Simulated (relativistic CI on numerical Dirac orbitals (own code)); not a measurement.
**Sc⁺ in a cubic cluster: 2p photoemission with charge transfer**

Computed with a charge-transfer multiplet model of a cubic metal-ligand cluster with up to one ligand hole, Slater and spin-orbit integrals from Dirac-Coulomb-Breit ions, Slater integrals scaled by 0.7. The ground state mixes d2 with configurations of k ligand holes L, whose averages lie at kΔ + k(k − 1)U_dd/2; a core hole lowers each added d electron by U_cd. 20 K, Lorentzian 0.6 eV and Gaussian 0.8 eV FWHM.

Atomic integrals in eV (Slater integrals scaled, ζ unscaled), ground: F2dd 4.121, F4dd 2.525, zeta_d 0.005; with the core hole: F2dd 5.938, F4dd 3.699, zeta_d 0.015, zeta_core 3.008, F2cd 3.076, G1cd 2.145, G3cd 1.214.

Cluster parameters (eV): Δ = 9.6, U_dd = 3.7, U_cd = 4.5, 10Dq(ligand) = 0.7, V(eg) = 2.6, V(t2g) = -1.32, final-state hopping factor = 0.9.

```
         Case   n_d    d2   d3L     S
10Dq = 0.2 eV  2.19  0.81  0.19  1.00
10Dq = 0.5 eV  2.18  0.82  0.18  1.00
10Dq = 1.1 eV  2.18  0.82  0.18  1.00
10Dq = 1.4 eV  2.18  0.82  0.18  1.00
  10Dq = 2 eV  2.17  0.83  0.17  1.00
```

Weights, n_d and S are thermal averages at 20 K. Binding energies count from the first peak over 30 % of the highest in each spectrum, which can be another peak from case to case. The parameters are a model scan and need not match a compound or its usual spin state. Peaks in eV (height, largest 100):
- 10Dq = 0.2 eV: 0.0 (100), 4.7 (50)
- 10Dq = 0.5 eV: 0.0 (100), 4.8 (51)
- 10Dq = 1.1 eV: 0.0 (100), 4.7 (51)
- 10Dq = 1.4 eV: 0.0 (100), 4.8 (50)
- 10Dq = 2 eV: 0.0 (100), 4.8 (49)

For the case 10Dq = 1.1 eV, Δ = 9.6 eV is larger than U_dd = 3.7 eV, the Mott-Hubbard side of the Zaanen-Sawatzky-Allen scheme. With the core hole the average of the configuration with one ligand hole lies at Δ − U_cd = 5.1 eV before mixing: the effective hopping of about 5.2 eV (from the holes of the mixed ground state) is comparable with this gap or larger, so the configurations mix strongly.

With at most 1 ligand hole the space is cut while the next configuration still counts, so covalency is underestimated, and a final configuration with one more ligand hole, which can lie low, is missing from the spectra.
